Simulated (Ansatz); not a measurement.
Consider the formal exchange of groups at the Se–C bond: `C[Se]C(O)O` + `CO[SiH](Cl)OC` → `CO[Si](Cl)(OC)[Se]C` + `OCO`.

Program: Ansatz. Geometries: PBE0-D4/def2-TZVP. ΔE: electronic, gas phase. CBS: MP2 limit from def2 TZ/QZ plus the TZ coupled-cluster correction, frozen cores. This one scheme is used for every species. DFT in def2-TZVPP. B3LYP here is the variant with VWN-RPA as its local correlation; programs differ in this. For Se outer-core shells are correlated without core-valence functions, which leaves a few kJ/mol of doubt a bond. Scalar relativity is left out up to krypton. Each species was taken in one conformer, which may not be the lowest.

| level | ΔE (kJ/mol) | difference from CCSD(T)/CBS |
| --- | --- | --- |
| PBE-D4 | -103.1 | 3.7 |
| r2SCAN-D4 | -102.3 | 4.5 |
| PBE0-D4 | -108.1 | -1.3 |
| B3LYP-D4 | -105.4 | 1.4 |
| B2PLYP | -98.9 | 7.9 |
| PBE | -95.6 | 11.2 |
| PBE0 | -100.9 | 5.9 |
| HF/def2-TZVPP | -100.8 | 6.0 |
| MP2/def2-TZVPP | -106.9 | -0.1 |
| SCS-MP2/def2-TZVPP | -102.5 | 4.3 |
| CCSD/def2-TZVPP | -102.1 | 4.7 |
| CCSD(T)/def2-TZVPP | -102.1 | 4.7 |
| HF/def2-QZVPP | -99.9 | 6.9 |
| MP2/def2-QZVPP | -109.3 | -2.5 |
| HF/CBS(def2) | -99.7 | 7.1 |
| CCSD/CBS(def2) | -106.8 | 0.0 |
| CCSD(T)/CBS | -106.8 | 0 |

Largest T1 diagnostic among the species: 0.011.

From PBE to PBE0 (25 % exact exchange), in def2-TZVPP and without D4, ΔE moves by −5.3 kJ/mol. The D4 term adds −11.7 kJ/mol with B3LYP and −7.1 kJ/mol with PBE0; it sums over pairs of atoms, weighted by their polarisabilities, and B3LYP, whose exchange is more repulsive, gets the larger term.
